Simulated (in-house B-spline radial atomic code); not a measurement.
Values are calculated unless marked as measured or tabulated.
# Two electrons in InAs: a spherical dot of radius 30 nm with hard walls

For InAs the NSM archive of the Ioffe Institute lists m* = 0.023 m0 and ε = 15.15. In so narrow a gap the band flattens within tens of meV, so real spacings are smaller, by up to some tenths.

Effective-mass model with parabolic bands, a uniform dielectric constant, no image charges, no central-cell or spin-orbit terms. Two-electron levels come from full CI in B-splines with partial waves to l = 5 (up to 0.001 effective hartree above the limit).

Q: What are the effective units, and what is the potential in them?

A: Ha* = 27211.386 meV × 0.023/15.15² = 2.727 meV and a* = 0.0529177 nm × 15.15/0.023 = 34.86 nm. The radius is R = 0.86 a*. The one-electron levels are π²/2R² = 6.6723 and 4.4934²/2R² = 13.6498 Ha*.

In these units the lowest s and p orbitals lie at 6.6723 and 13.6498, and their Coulomb and exchange integrals are J_ss = 2.0768, J_sp = 1.8833 and K_sp = 0.4182. (For an empty sphere J_ss = 1.786/R.) Full CI gives 15.3562 for the ground singlet, 21.7736 for the sp triplet, 22.5535 for the sp singlet and 35.0907 for the lowest triplet of two s orbitals.

Q: What does it cost to add the second electron, to first order and exactly?

A: To first order E = 2ε_s + J_ss = 15.4213, so the charging energy E(2) − 2E(1) is J_ss = 5.663 meV. CI gives 15.3562 − 2 × (6.6723) = 2.0117, or 5.485 meV: relaxation and correlation lower it by 0.1777 meV, 3.1 % of J_ss. The s² configuration of one-electron orbitals holds 99.7 % of the state, and the mean radius is 15.2 nm.

Q: How far above the singlet do the triplets lie?

A: To first order the sp triplet lies at ε_s + ε_p + J_sp − K_sp = 21.7872, which is 17.36 meV above 2ε_s + J_ss. CI gives 21.7736 − (15.3562) = 6.4174, or 17.5 meV, 92 % of the orbital spacing of 19.03 meV. The ss triplet lies 53.81 meV up, so the lower of the two is the sp one, and its gap equals k_BT at 203 K. The sp singlet-triplet splitting is 2.127 meV, against 2K_sp = 2.281 meV.
